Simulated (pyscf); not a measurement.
**F–W(F)(=Se)=Se (SMILES [F][W]([F])(=[Se])=[Se]), singlet**

Gas-phase minimum from PySCF at ωB97X-D3(BJ)/def2-SVP, one conformer. 

```
W
F 1 1.8521
F 1 1.8523 2 114.45
Se 1 2.2237 2 108.65 3 121.70
Se 1 2.2239 2 108.75 3 -121.78
```

Properties at ωB97X-D3(BJ)/def2-SVP:

| Quantity | Result |
|---|---|
| Harmonic wavenumbers, unscaled | 126, 146, 176, 186, 197, 391, 411, 710, 717 cm⁻¹ |
| Zero-point energy | 4.4 kcal/mol |
| Rotational symmetry number | 2 |
| Entropy of this conformer at 298 K and 1 atm, rigid rotor and harmonic oscillator, modes under 100 cm⁻¹ raised to 100 | 366.6 J/(mol K) |
| Dipole moment | 0.24 D |

Single-point totals, which compare only within one level:

```tsv
level	total energy (hartree)
ωB97X-D3(BJ)/def2-TZVP	-5070.08333
PBE/def2-TZVP	-5069.35608
r²SCAN/def2-TZVP	-5070.14898
B3LYP-D3(BJ)/def2-TZVP	-5070.30174
PBE0-D3(BJ)/def2-TZVP	-5069.43366
M06-2X/def2-TZVP	-5070.04421
ωB97M-D3(BJ)/def2-TZVP	-5070.18612
```

Elements up to Kr have no core potential and no relativistic terms here. Elements past Kr carry the def2 core potentials, without spin-orbit coupling.
